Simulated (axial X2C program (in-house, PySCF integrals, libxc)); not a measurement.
**Spin–orbit effects down a group: molecules with H (ions), PBE0**

Computed with an in-house relativistic program for diatomic molecules, spin-free (one-electron X2C) or two-component (2c: spin–orbit coupling with atomic mean-field Coulomb and Gaunt terms, which also bring small scalar terms), in Dyall basis sets with cores contracted in-house; open shells are unrestricted.

Basis sets: Co dyall-cv3z, H dyall-v3z, Ir dyall-v3z, Rh dyall-cv3z.

```tsv
molecule	spin-free state	Re (Å)	ωe (cm⁻¹)	De (eV)	2c state	Re 2c (Å)	ωe 2c (cm⁻¹)	De 2c (eV)
CoH⁺	M_S = 3/2, Λ = 0	1.500	1961.5	2.17	Ω = 9/2	1.514	1978.9	n/a
RhH⁺	M_S = 1/2, Λ = 2	1.486	2294.8	1.94	Ω = 5/2	1.488	2286.6	n/a
IrH⁺	M_S = 3/2, Λ = 0	1.542	2354.6	3.39	Ω = 9/2	1.569	2263.2	3.17
```

(1) Work out the shifts from the spin-free to the two-component result.

Fragments in 2c: Co+ + H, Rh+ + H, Ir+ + H. Each entry is the lowest single determinant of a limited PBE0 search at one distance. De goes to single-determinant-based atoms at the same level (for ions the charge split of lowest energy) and is withheld (n/a) where an atom does not fit its ground term or J level. Main or longest-lived isotopes. One determinant is a doubtful description, or other states lie close, for CoH⁺, RhH⁺, IrH⁺; these need not be ground states, and all values refer to the states named. With several unpaired electrons the Ω given is that of one determinant, not necessarily of the lowest component. The functionals have no current term, which raises determinants with orbital currents. The lowest determinant changes configuration between the Hamiltonians for CoH⁺, IrH⁺, so two states are compared there.

Answers

(1) 

```tsv
molecule	2c state	ΔRe (Å)	Δωe (cm⁻¹)	ΔDe (eV)
CoH⁺	Ω = 9/2	other state	other state	n/a
RhH⁺	Ω = 5/2	0.002	-8.2	n/a
IrH⁺	Ω = 9/2	other state	other state	n/a
```

Shifts of one unit in the last digit are rounding.
